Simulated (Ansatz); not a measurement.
Species: SnF₃, charge -1, multiplicity 1. 
Structure (B3LYP-D3(BJ)/def2-TZVP (Ansatz, a quantum-chemistry and plane-wave program) minimum search):
```
Sn
F 1 2.0168
F 1 2.0168 2 95.34
F 1 2.0168 2 95.34 3 -95.89
```
Charge -1, spin multiplicity 1.

Basis-set convergence of Hartree-Fock and MP2 correlation energies (hartree) with Ansatz. Valence correlation only, unless marked. Spin-orbit coupling is left out. Frozen are the shells of the preceding noble gas and the d and f shells that filled before the atom's block. In def2 rows, elements after Kr have scalar-relativistic effective core potentials.

```json
[
 {"basis": "def2-SVPD", "functions": "101", "E(HF)": "-511.62544", "E(corr, MP2)": "-0.69631"},
 {"basis": "def2-TZVPPD", "functions": "176", "E(HF)": "?", "E(corr, MP2)": "?"}
]
```

Q: What belongs in the gaps?

A: 
- def2-TZVPPD, E(HF): -511.99110
- def2-TZVPPD, E(corr, MP2): -0.88248
